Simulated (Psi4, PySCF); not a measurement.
PySCF was given this input:
```python
from pyscf import gto, scf, dft

mol = gto.M(
    atom='''
C     2.444296   -1.025036   -0.300936
O     1.317205   -0.308743   -0.565840
C     0.463977   -0.082881    0.527388
C    -0.783686    0.657460    0.038948
C    -1.611087   -0.220084   -0.896231
O    -1.502908    1.029738    1.196426
H     2.490448   -1.629604    0.586972
H     3.008382   -1.275131   -1.176737
H     0.963180    0.529740    1.290565
H     0.168396   -1.032690    0.994369
H    -0.452329    1.556790   -0.505233
H    -1.989422   -1.084743   -0.354887
H    -2.453229    0.337928   -1.301646
H    -0.986440   -0.559316   -1.717278
H    -2.344360    1.412315    0.924168
''',
    basis='6-31g*',
    charge=0,
    spin=1,
    verbose=4,
)

mf = dft.UKS(mol)
mf.xc = 'b3lyp5'
mf.grids.atom_grid = (99, 590)
mf.grids.prune = None
mf.kernel()
```

Q: Write the same job for Psi4.

A: One answer among several that fit: 
```
memory 2 GB

molecule {
0 2
C     2.44429592   -1.02503628   -0.30093565
O     1.31720491   -0.30874313   -0.56583977
C     0.46397681   -0.08288066    0.52738845
C    -0.78368637    0.65746024    0.03894765
C    -1.61108653   -0.22008434   -0.89623149
O    -1.50290815    1.02973766    1.19642637
H     2.49044820   -1.62960395    0.58697247
H     3.00838206   -1.27513126   -1.17673703
H     0.96317964    0.52974000    1.29056499
H     0.16839632   -1.03268951    0.99436903
H    -0.45232858    1.55679033   -0.50523325
H    -1.98942224   -1.08474277   -0.35488689
H    -2.45322875    0.33792816   -1.30164553
H    -0.98643999   -0.55931603   -1.71727797
H    -2.34435957    1.41231493    0.92416785
}

set {
  basis 6-31g*
  reference uks
  scf_type pk
  puream true
  d_convergence 1e-8
  dft_radial_points 99
  dft_spherical_points 590
}

energy('b3lyp5')
print_variables()
```

Both were run: PySCF gave -308.015459 Eh and Psi4 -308.015461 Eh, 0.001 mEh apart.
